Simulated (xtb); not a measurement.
cyclopentanone (C5H8O), singlet, at a GFN2-xTB geometry; GFN0-xTB with GBSA(methanol) (xtb).

Input for xtb:
```
$ xtb mol.xyz --gfn 0 --gbsa methanol --json

# file mol.xyz
14

O      0.87537310     1.89876563    -0.35725549
C      0.37959572     0.82337841    -0.15491983
C      1.12822729    -0.48061669     0.02883662
C      0.06033799    -1.56791212    -0.04754620
C     -1.19163010    -0.88596563     0.50924683
C     -1.10303578     0.53525941    -0.03911772
H      1.92578836    -0.58504964    -0.70535867
H      1.59131385    -0.45285207     1.01834905
H      0.33028268    -2.46089812     0.51376258
H     -0.10497291    -1.85408406    -1.08762352
H     -1.14947978    -0.86694046     1.59958820
H     -2.10743946    -1.39392016     0.21152703
H     -1.52542668     0.59576747    -1.04523879
H     -1.60402156     1.28299175     0.57403985
```

What the program printed (banner, timings and long lists left out):

```
   ID    Z sym.   atoms
    1    8 O      1
    2    6 C      2-6
    3    1 H      7-14

           -------------------------------------------------
          |                Calculation Setup                |
           -------------------------------------------------

           -------------------------------------------------
          |                 G F N 0 - x T B                 |
           -------------------------------------------------

      * Solvation model:               GBSA
        Solvent                        methanol
        Parameter file                 internal GFN2-xTB/GBSA
        Dielectric constant                3.2700E+01
        Reference state                gsolv [1 M gas/solution]
        Free energy shift                  3.3569E-03 Eh       2.1065E+00 kcal/mol
        Temperature                        2.9815E+02 K
        Density                            7.9200E-01 kg/L
        Solvent mass                       3.2040E+01 g/mol
        Interaction kernel             Still
        Born radius scaling (c1)           1.6087E+00
        Born radii integrator          GBOBC
        Born offset                        5.6550E-04 a0       1.0686E-03 AA
        H-bond correction              true
        Ion screening                  false
        Surface tension                    1.0000E-05 Eh       1.5569E+01 dyn/cm
        Grid points                               230 per atom

          ...................................................
          :                      SETUP                      :
          :.................................................:
          :  # basis functions                  40          :
          :  # atomic orbitals                  40          :
          :  # shells                           28          :
          :  # electrons                        34          :
          :  electronic temp.          300.0000000     K    :
          :  accuracy                    1.0000000          :
          :  -> integral cutoff          0.2500000E+02      :
          :  -> integral neglect         0.1000000E-07      :
          ...................................................

         :::::::::::::::::::::::::::::::::::::::::::::::::::::
         ::                     SUMMARY                     ::
         :::::::::::::::::::::::::::::::::::::::::::::::::::::
         :: total energy             -18.282044427632 Eh    ::
         :: total w/o Gsasa/hb       -18.278631210667 Eh    ::
         :: gradient norm              0.023389962839 Eh/a0 ::
         :: HOMO-LUMO gap              3.627333084674 eV    ::
         ::.................................................::
         :: H0 energy                -18.451017355058 Eh    ::
         :: repulsion energy           0.252016974812 Eh    ::
         :: electrostat energy        -0.066610804357 Eh    ::
         :: -> Gsolv                   0.000000000000 Eh    ::
         ::    -> Gsasa               -0.006770146487 Eh    ::
         ::    -> Gshift               0.003356929523 Eh    ::
         :: dispersion energy         -0.003949089840 Eh    ::
         :: short-range corr.         -0.012484153189 Eh    ::
         :: add. restraining           0.000000000000 Eh    ::
         :: total charge               0.000000000000 e     ::
         :::::::::::::::::::::::::::::::::::::::::::::::::::::

           -------------------------------------------------
          |                Property Printout                |
           -------------------------------------------------

    * Orbital Energies and Occupations

         #    Occupation            Energy/Eh            Energy/eV
      -------------------------------------------------------------
         1        2.0000           -0.6850041             -18.6399
       ...           ...                  ...                  ...
         5        2.0000           -0.5965759             -16.2337
         6        2.0000           -0.5786628             -15.7462
         7        2.0000           -0.5679930             -15.4559
         8        2.0000           -0.5444757             -14.8159
         9        2.0000           -0.5381948             -14.6450
        10        2.0000           -0.5257023             -14.3051
        11        2.0000           -0.5106889             -13.8966
        12        2.0000           -0.4886511             -13.2969
        13        2.0000           -0.4861947             -13.2300
        14        2.0000           -0.4831286             -13.1466
        15        2.0000           -0.4783650             -13.0170
        16        2.0000           -0.4711690             -12.8212
        17        2.0000           -0.4004783             -10.8976 (HOMO)
        18                         -0.2671763              -7.2702 (LUMO)
        19                         -0.1420887              -3.8664
        20                         -0.1401392              -3.8134
        21                         -0.1347968              -3.6680
        22                         -0.1136781              -3.0933
        23                         -0.1061837              -2.8894
        24                         -0.0970988              -2.6422
        25                         -0.0678125              -1.8453
        26                         -0.0640431              -1.7427
        27                         -0.0035233              -0.0959
        28                          0.0106946               0.2910
       ...                                ...                  ...
        40                          0.4337612              11.8032
      -------------------------------------------------------------
                  HL-Gap            0.1333020 Eh            3.6273 eV
             Fermi-level            0.0000000 Eh            0.0000 eV

     #   Z          covCN         q      C6AA      α(0)
     1   8 O        0.856    -0.698    28.566     7.172
     2   6 C        2.835     0.448    20.624     7.418
     3   6 C        3.824    -0.244    28.398     7.676
     4   6 C        3.828    -0.181    26.874     7.467
     5   6 C        3.828    -0.181    26.876     7.467
     6   6 C        3.824    -0.244    28.395     7.676
     7   1 H        0.925     0.144     1.432     1.871
     8   1 H        0.924     0.138     1.478     1.901
     9   1 H        0.925     0.134     1.508     1.920
    10   1 H        0.924     0.135     1.495     1.912
    11   1 H        0.924     0.135     1.496     1.912
    12   1 H        0.925     0.134     1.508     1.920
    13   1 H        0.924     0.138     1.478     1.901
    14   1 H        0.925     0.144     1.432     1.872

 Mol. C6AA /au·bohr⁶  :       1644.850740
 Mol. C8AA /au·bohr⁸  :      38016.058215
 Mol. α(0) /au        :         60.087316

Wiberg/Mayer (AO) data.
largest (>0.10) Wiberg bond orders for each atom

 ---------------------------------------------------------------------------
     #   Z sym  total        # sym  WBO       # sym  WBO       # sym  WBO
 ---------------------------------------------------------------------------
     1   8 O    2.076 --     2 C    1.880
     2   6 C    3.867 --     1 O    1.880     6 C    0.970     3 C    0.970
     3   6 C    3.987 --     4 C    1.012     2 C    0.970     7 H    0.965
                             8 H    0.955
     4   6 C    3.990 --     3 C    1.012     5 C    1.006     9 H    0.980
                            10 H    0.978
     5   6 C    3.990 --     6 C    1.012     4 C    1.006    12 H    0.980
                            11 H    0.978
     6   6 C    3.987 --     5 C    1.012     2 C    0.970    14 H    0.965
                            13 H    0.955
     7   1 H    0.987 --     3 C    0.965
     8   1 H    0.985 --     3 C    0.955
     9   1 H    0.984 --     4 C    0.980
    10   1 H    0.981 --     4 C    0.978
    11   1 H    0.981 --     5 C    0.978
    12   1 H    0.984 --     5 C    0.980
    13   1 H    0.985 --     6 C    0.955
    14   1 H    0.987 --     6 C    0.965
 ---------------------------------------------------------------------------

Topologies differ in total number of bonds
Writing topology from bond orders to xtbtopo.mol

 dipole moment from electron density (au)
     X       Y       Z
  -0.4294  -0.9313   0.1752  total (Debye):    2.644

           -------------------------------------------------
          | TOTAL ENERGY              -18.282044427632 Eh   |
          | GRADIENT NORM               0.023389962839 Eh/α |
          | HOMO-LUMO GAP               3.627333084674 eV   |
           -------------------------------------------------

normal termination of xtb
```
